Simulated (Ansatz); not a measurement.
Basis-set extrapolation for C2H9FSi2 (`CC[SiH2][SiH2]F`) (PBE0-D4/def2-TZVP geometry, frozen core, the Gaussian-basis code of Ansatz). Multiplicity 1, RHF reference.

|  | def2-TZVPP | def2-QZVPP |
| --- | --- | --- |
| HF | -758.442244 | -758.469142 |
| MP2 correlation | -0.853487 | -0.918909 |
| CCSD(T) correlation | -0.946758 | not run |

Energies in hartree. Use E(X) = E(∞) + A·exp(−7.88·√X) for Hartree–Fock and E(X) = E(∞) + B·X^(−2.97) for correlation, with X = 3 and 4, and add CCSD(T) minus MP2 of the smaller set to the MP2 limit.

Question: What is the CCSD(T) energy at the basis-set limit?

Answer: HF limit: -758.469142 + (-0.026898) × 0.13774 = -758.47285. MP2 limit: -0.918909 + (-0.065422) × 0.74074 = -0.96737. Higher-order term: -0.946758 − (-0.853487) = -0.09327. Total: -759.53349 hartree, 90.7 kcal/mol below CCSD(T)/def2-TZVPP.
